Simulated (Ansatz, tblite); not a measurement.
Forces on Si₂₀H₂₈, a nanocrystal cut from cubic silicon at its PBE-D4/def2-SVP geometry. The state is a singlet with charge 0.

The xTB rows come from tblite. Single mean-field runs in def2-SVP are fitted with def2-universal-jkfit.

GFN2-xTB (tblite), largest force 0.69 eV/Å:

```xyz
48
positions Å, forces eV/Å
Si    0.592   -2.411   -3.572    0.120   -0.143   -0.124
Si    0.413    3.852   -2.117    0.190   -0.010   -0.174
Si   -2.111    2.911    1.342   -0.159    0.226    0.009
Si   -1.365   -3.512   -0.370   -0.183   -0.325    0.056
Si   -2.722   -0.783    1.954   -0.400   -0.249    0.096
Si   -0.676    0.222   -1.095   -0.356    0.131   -0.574
Si    3.068   -0.372   -1.300    0.258   -0.313   -0.133
Si    1.713    2.170    1.170    0.314    0.477    0.045
Si    1.054   -1.542    1.856    0.152   -0.463    0.263
Si   -0.304    1.176    4.234    0.003    0.054    0.318
Si   -0.286    1.728   -2.859   -0.083    0.398   -0.129
Si   -1.125   -1.883   -2.050   -0.038   -0.342   -0.458
Si    2.729   -2.320   -2.581    0.067    0.135   -0.210
Si   -2.479    0.848    0.273   -0.420    0.332    0.139
Si    2.147    3.746   -0.523    0.015    0.209   -0.079
Si   -0.089    2.803    2.544   -0.062    0.205    0.310
Si   -3.187   -2.878    0.983   -0.260   -0.179    0.066
Si    0.557   -3.669    0.981    0.123   -0.243    0.044
Si   -0.748   -0.909    3.234    0.017    0.062    0.477
Si    1.292    0.079    0.175    0.682    0.028    0.087
H     0.369   -3.792   -4.139    0.055    0.603    0.067
H     0.548   -1.428   -4.715    0.016   -0.504    0.349
H     0.890    4.657   -3.303   -0.310   -0.168    0.481
H    -0.765    4.572   -1.515    0.471   -0.197   -0.332
H    -3.238    3.159    2.317    0.422    0.052   -0.481
H    -2.089    4.049    0.355   -0.145   -0.384    0.488
H    -1.646   -4.854   -1.007    0.099    0.419    0.187
H    -3.858   -0.375    2.866    0.380   -0.117   -0.280
H     3.195    0.803   -2.239    0.044   -0.399    0.396
H     4.357   -0.481   -0.523   -0.489    0.194   -0.343
H     2.943    2.045    2.041   -0.400   -0.011   -0.254
H     2.321   -1.588    2.680   -0.419    0.049   -0.286
H    -1.425    1.546    5.175    0.563   -0.144   -0.228
H     0.978    1.099    5.028   -0.606    0.082   -0.169
H    -1.532    1.858   -3.700    0.557   -0.161    0.242
H     0.799    1.144   -3.730   -0.472    0.190    0.242
H    -2.432   -1.795   -2.807    0.385    0.004    0.276
H     3.774   -2.383   -3.669   -0.330   -0.144    0.476
H     2.912   -3.525   -1.695    0.031    0.442   -0.418
H    -3.737    0.897   -0.563    0.437   -0.040    0.258
H     2.342    5.114    0.086    0.089   -0.533   -0.281
H     3.426    3.366   -1.227   -0.448    0.293    0.298
H     0.202    4.150    3.166   -0.086   -0.413   -0.208
H    -4.435   -2.784    0.140    0.426   -0.170    0.439
H    -3.418   -3.907    2.063   -0.082    0.378   -0.490
H     0.264   -4.608    2.127    0.250    0.275   -0.524
H     1.717   -4.231    0.201   -0.467    0.086    0.426
H    -0.937   -1.963    4.302    0.047    0.325   -0.359
```

PBE-D4/def2-SVP (Ansatz), largest force 0.02 eV/Å:

```
Si 0.006 0.000 -0.009
Si -0.008 0.008 0.009
Si -0.002 0.004 0.009
Si -0.001 -0.005 -0.004
Si -0.013 -0.004 0.006
Si -0.013 -0.005 -0.004
Si -0.003 0.003 -0.010
Si 0.009 -0.001 -0.002
Si 0.004 -0.003 -0.001
Si -0.008 0.009 0.000
Si 0.011 0.001 -0.002
Si -0.003 0.004 -0.008
Si -0.002 -0.013 0.006
Si -0.002 0.004 -0.002
Si 0.005 0.006 -0.008
Si 0.002 0.006 0.002
Si 0.005 -0.010 0.003
Si -0.006 -0.007 0.003
Si -0.001 -0.003 0.015
Si 0.007 0.002 0.012
H 0.002 0.005 0.001
H -0.001 -0.005 0.004
H -0.008 0.001 0.005
H 0.003 -0.004 -0.001
H 0.003 -0.002 -0.005
H 0.000 -0.002 0.000
H 0.002 0.001 -0.003
H 0.005 0.001 -0.002
H -0.001 0.000 -0.002
H -0.004 0.001 -0.005
H -0.004 -0.006 -0.003
H -0.001 0.000 -0.002
H 0.005 -0.004 -0.006
H -0.005 0.000 -0.002
H 0.006 0.000 0.002
H 0.002 0.000 0.000
H 0.002 0.005 0.005
H -0.001 -0.005 0.007
H -0.002 0.004 -0.001
H 0.002 0.001 0.000
H -0.001 -0.004 -0.004
H -0.004 0.002 0.004
H 0.002 0.001 -0.003
H 0.004 -0.001 0.004
H 0.003 0.008 -0.004
H 0.003 0.004 -0.003
H -0.001 0.002 0.001
H 0.000 0.001 -0.005
```

r2SCAN0-D4/def2-SVP (Ansatz), largest force 0.31 eV/Å:

```
Si -0.028 -0.063 -0.243
Si -0.096 0.221 -0.084
Si -0.165 0.197 0.014
Si -0.050 -0.193 -0.084
Si -0.181 0.040 0.130
Si -0.016 -0.004 -0.035
Si 0.204 0.130 -0.029
Si 0.189 -0.008 0.107
Si 0.178 -0.023 0.124
Si 0.015 0.048 0.235
Si -0.026 -0.043 -0.239
Si -0.175 0.015 -0.128
Si 0.176 -0.183 -0.035
Si -0.189 0.019 -0.108
Si 0.203 0.149 -0.019
Si 0.039 0.188 0.100
Si -0.195 -0.136 0.034
Si 0.113 -0.222 0.063
Si -0.024 -0.140 0.176
Si 0.036 0.014 0.005
H 0.049 0.274 0.121
H 0.007 -0.194 0.230
H -0.097 -0.166 0.240
H 0.239 -0.144 -0.126
H 0.225 -0.058 -0.193
H -0.007 -0.236 0.206
H 0.057 0.263 0.121
H 0.222 -0.078 -0.178
H -0.032 -0.225 0.172
H -0.258 0.016 -0.156
H -0.237 0.019 -0.169
H -0.245 0.006 -0.160
H 0.220 -0.078 -0.198
H -0.254 0.013 -0.165
H 0.248 -0.021 0.171
H -0.198 0.113 0.171
H 0.251 -0.012 0.148
H -0.212 0.015 0.222
H -0.034 0.244 -0.181
H 0.243 -0.007 0.163
H -0.048 -0.274 -0.122
H -0.255 0.073 0.142
H -0.055 -0.262 -0.125
H 0.253 -0.013 0.166
H 0.056 0.213 -0.214
H 0.055 0.194 -0.225
H -0.241 0.115 0.164
H 0.037 0.204 -0.210
```
